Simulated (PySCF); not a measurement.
Numbering as in the mapped SMILES `[SiH3:1][N:2]([SiH3:3])[SiH2:4][SiH2:5][GeH3:6]`. Hydrogens are named by the atom that carries them.

Geometry: PBE0-D3(BJ)/def2-SVP; GIAO absolute shieldings from PySCF 2.14.0 with density-fitted response routines, gas phase, non-relativistic, averaged over equivalent atoms.

At PBE0/pcSseg-0 (112 basis functions, 14 s wall time on 1 thread of an Arm Neoverse V2, shared host):
```json
{"atoms": "Si4", "σ (ppm)": "413.7"}
{"atoms": "Si1/Si3", "σ (ppm)": "419.4"}
{"atoms": "Si5", "σ (ppm)": "527.9"}
{"atoms": "N2", "σ (ppm)": "333.3"}
{"atoms": "Ge6", "σ (ppm)": "1876.6"}
{"atoms": "H(Si4)", "σ (ppm)": "27.66"}
{"atoms": "H(Si1)/H(Si3)", "σ (ppm)": "27.91"}
{"atoms": "H(Ge6)", "σ (ppm)": "29.09"}
{"atoms": "H(Si5)", "σ (ppm)": "29.80"}
```

What do these become at PBE/pcSseg-1?

Answers


| atoms | σ at PBE/pcSseg-1 | change |
| --- | --- | --- |
| Si4 | 364.7 | -49.0 |
| Si1/Si3 | 377.7 | -41.7 |
| Si5 | 449.8 | -78.1 |
| N2 | 283.0 | -50.3 |
| Ge6 | 1614.7 | -261.9 |
| H(Si4) | 25.82 | -1.84 |
| H(Si1)/H(Si3) | 26.33 | -1.58 |
| H(Ge6) | 27.38 | -1.71 |
| H(Si5) | 27.59 | -2.21 |

The largest change is at Ge6 (germanium bonded to Si, 3 H). Cost: 219 basis functions, 54 s wall time on 1 thread of an Arm Neoverse V1, shared host.

Relativistic effects, spin–orbit coupling among them, are left out; they matter for Ge and for the light atoms bonded to it.
